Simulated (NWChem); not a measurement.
System: C₂H₄ClNSi; SMILES C#C[Si@@H](N)Cl

Output (shortened):

```
             Northwest Computational Chemistry Package (NWChem) 7.3.0
             --------------------------------------------------------

                             Geometry "geometry" -> ""
                             -------------------------

 Output coordinates in angstroms (scale by  1.889725989 to convert to a.u.)

  No.       Tag          Charge          X              Y              Z
 ---- ---------------- ---------- -------------- -------------- --------------
    1 C                    6.0000     0.82386300     2.64372100    -0.34737200
    2 C                    6.0000     0.30339100     1.57958200    -0.02271000
    3 Si                  14.0000    -0.46024400    -0.00949100     0.47663700
    4 N                    7.0000    -1.93469400    -0.17875200    -0.40308400
    5 Cl                  17.0000     0.97262200    -1.50326700     0.12191300
    6 H                    1.0000     1.28279900     3.58170600    -0.63289700
    7 H                    1.0000    -0.76389000    -0.06115800     1.93811600
    8 H                    1.0000    -2.55712100    -0.95983600    -0.17894800
    9 H                    1.0000    -1.92357000    -0.00274500    -1.41143900

 Effective nuclear repulsion energy (a.u.)     249.8913746203

                                 NWChem DFT Module
                                 -----------------

 Summary of "ao basis" -> "ao basis" (spherical)
 ------------------------------------------------------------------------------
       Tag                 Description            Shells   Functions and Types
 ---------------- ------------------------------  ------  ---------------------
 C                          def2-svp                 6       14   3s2p1d
 Si                         def2-svp                 8       18   4s3p1d
 N                          def2-svp                 6       14   3s2p1d
 Cl                         def2-svp                 8       18   4s3p1d
 H                          def2-svp                 3        5   2s1p

            General Information
            -------------------
          SCF calculation type: DFT
          Wavefunction type:  closed shell.
          No. of atoms     :     9
          No. of electrons :    54
           Alpha electrons :    27
            Beta electrons :    27
          Charge           :     0
          Spin multiplicity:     1
          Use of symmetry is: off; symmetry adaption is: off
          Maximum number of iterations: 150
          AO basis - number of functions:    98
                     number of shells:    46
          Convergence on energy requested:  1.00D-06
          Convergence on density requested:  1.00D-05
          Convergence on gradient requested:  5.00D-04

              XC Information
              --------------
                         B3LYP Method XC Potential
                     Hartree-Fock (Exact) Exchange  0.200
                        Slater Exchange Functional  0.800 local
                    Becke 1988 Exchange Functional  0.720 non-local
              Lee-Yang-Parr Correlation Functional  0.810
                  VWN I RPA Correlation Functional  0.190 local

             Grid Information
             ----------------
          Grid used for XC integration:  medium
          Radial quadrature: Mura-Knowles
          Angular quadrature: Lebedev.
          Tag              B.-S. Rad. Rad. Pts. Rad. Cut. Ang. Pts.
          ---              ---------- --------- --------- ---------
          C                   0.70       49          12.0       434
          Si                  1.10       88          11.0       590
          N                   0.65       49          12.0       434
          Cl                  1.00       88          12.0       590
          H                   0.35       45          13.0       434
          Grid pruning is: on
          Number of quadrature shells:   503
          Spatial weights used:  Erf1

      Superposition of Atomic Density Guess
      -------------------------------------

 Sum of atomic energies:        -879.55298222

      Non-variational initial energy
      ------------------------------

 Total energy =    -881.521108
 1-e energy   =   -1708.938073
 2-e energy   =     577.525591
 HOMO         =      -0.352590
 LUMO         =       0.008492

     ---------------------------------------------
      Total Density - Mulliken Population Analysis
     ---------------------------------------------

    Atom       Charge   Shell Charges
 -----------   ------   -------------------------------------------------------
    1 C    6     6.16   1.99  0.99  0.56  1.84  0.76  0.03
    2 C    6     6.25   1.99  1.02  0.31  1.96  0.95  0.03
    3 Si  14    12.95   2.00  1.99  0.92  0.14  5.93  0.95  0.74  0.27
    4 N    7     7.75   1.99  1.03  0.45  2.57  1.70  0.01
    5 Cl  17    17.44   2.00  1.99  1.22  0.72  5.94  2.16  3.39  0.01
    6 H    1     0.87   0.62  0.22  0.03
    7 H    1     1.08   0.69  0.37  0.01
    8 H    1     0.74   0.58  0.12  0.04
    9 H    1     0.75   0.58  0.12  0.04

   convergence    iter        energy       DeltaE   RMS-Dens  Diis-err
 ---------------- ----- ----------------- --------- --------- ---------
 d= 0,ls=0.0,diis     1   -882.7125633083 -1.13D+03  1.09D-02  5.68D-01
 d= 0,ls=0.0,diis     2   -882.7338325636 -2.13D-02  5.97D-03  3.65D-01
 d= 0,ls=0.0,diis     3   -882.7722322137 -3.84D-02  1.88D-03  6.80D-02
 d= 0,ls=0.0,diis     4   -882.7780294999 -5.80D-03  9.14D-04  1.59D-02
 d= 0,ls=0.0,diis     5   -882.7800428117 -2.01D-03  2.53D-04  1.36D-03
  Resetting Diis
 d= 0,ls=0.0,diis     6   -882.7802065734 -1.64D-04  7.91D-05  9.10D-05
 d= 0,ls=0.0,diis     7   -882.7802179207 -1.13D-05  2.24D-05  1.16D-06
 d= 0,ls=0.0,diis     8   -882.7802178812  3.95D-08  1.19D-05  1.46D-06
 d= 0,ls=0.0,diis     9   -882.7802180681 -1.87D-07  1.47D-06  4.64D-08

         Total DFT energy =     -882.780218068075
      One electron energy =    -1712.890360077671
           Coulomb energy =      648.629548129674
    Exchange-Corr. energy =      -68.410780740416
 Nuclear repulsion energy =      249.891374620338

 Numeric. integr. density =       54.000006174180

                       DFT Final Molecular Orbital Analysis
                       ------------------------------------

 Vector   25  Occ=2.000000D+00  E=-2.963115D-01
              MO Center=  4.2D-01,  1.8D+00, -7.6D-02, r^2= 2.6D+00
   Bfn.  Coefficient  Atom+Function         Bfn.  Coefficient  Atom+Function
  ----- ------------  ---------------      ----- ------------  ---------------
    20      0.361458  2 C  pz                 6      0.357192  1 C  pz
    23      0.213521  2 C  pz                 9      0.212365  1 C  pz
     4      0.174776  1 C  px                18      0.159367  2 C  px
    84     -0.117761  7 H  s                 50     -0.108646  4 N  px
    73      0.104965  5 Cl pz                85     -0.103568  7 H  s

 Vector   26  Occ=2.000000D+00  E=-2.937123D-01
              MO Center=  4.3D-01,  1.3D+00, -1.2D-01, r^2= 3.9D+00
   Bfn.  Coefficient  Atom+Function         Bfn.  Coefficient  Atom+Function
  ----- ------------  ---------------      ----- ------------  ---------------
     4      0.279312  1 C  px                72     -0.263405  5 Cl py
    18      0.253801  2 C  px                19     -0.211005  2 C  py
    69     -0.190700  5 Cl py                 5     -0.174948  1 C  py
     6     -0.170291  1 C  pz                 7      0.162348  1 C  px
    20     -0.154664  2 C  pz                22     -0.129646  2 C  py

[...]

                     NWChem Electrostatic Potential Fit Module
                     -----------------------------------------

 Atom parameters

 Number of atoms is                                    9
 Number of basis functions is                         98

 Grid parameters

 Maximum number of grid points is                  41805
 Number of grid points is                          41804
 Grid range                                     0.300000 nm
 Grid spacing                                   0.020000 nm
 Probe radius                                   0.070000 nm
 Atom radius factor                             1.000000

 Atomic radii

    1    0.100000
    6    0.147000
    7    0.140000
   14    0.187000
   17    0.169000
 FASTESP  F
  using M.O. file = ./job.movecs

    Atom              Coordinates                           Charge

                                                  ESP

    1 C     0.082386    0.264372   -0.034737   -0.258663
    2 C     0.030339    0.157958   -0.002271   -0.186639
    3 Si   -0.046024   -0.000949    0.047664    0.773432
    4 N    -0.193469   -0.017875   -0.040308   -0.838086
    5 Cl    0.097262   -0.150327    0.012191   -0.280864
    6 H     0.128280    0.358171   -0.063290    0.255598
    7 H    -0.076389   -0.006116    0.193812   -0.128065
    8 H    -0.255712   -0.095984   -0.017895    0.328494
    9 H    -0.192357   -0.000275   -0.141144    0.334792
                                            ------------
                                               -0.000000

 Dipole moment                                  0.803124

 Quadrupole moment Qxx                         -4.469506
                   Qyy                          3.730596
                   Qzz                          0.738910

 RMS deviation kJ/mol                           0.063346

 RRMS %                                        30.394866
```

Level: B3LYP/def2-SVP. Structure relaxed at the PBE-D3(BJ)/def2-SVP level. B3LYP is NWChem's, with the RPA form of VWN correlation.

Question: Which NWChem input produces such a log?

Answer: One answer among several that fit: the input that was run:
```
start job
memory heap 200 mb stack 900 mb global 1100 mb
geometry units angstroms noautosym nocenter noautoz
  C      0.823863     2.643721    -0.347372
  C      0.303391     1.579582    -0.022710
  Si    -0.460244    -0.009491     0.476637
  N     -1.934694    -0.178752    -0.403084
  Cl     0.972622    -1.503267     0.121913
  H      1.282799     3.581706    -0.632897
  H     -0.763890    -0.061158     1.938116
  H     -2.557121    -0.959836    -0.178948
  H     -1.923570    -0.002745    -1.411439
end
basis spherical
  * library def2-svp
end
dft
  xc b3lyp
  iterations 150
  mulliken
end
task dft energy
esp
  recalculate
  probe 0.07
  range 0.3
  factor 1.0
  spacing 0.02
end
task esp
```
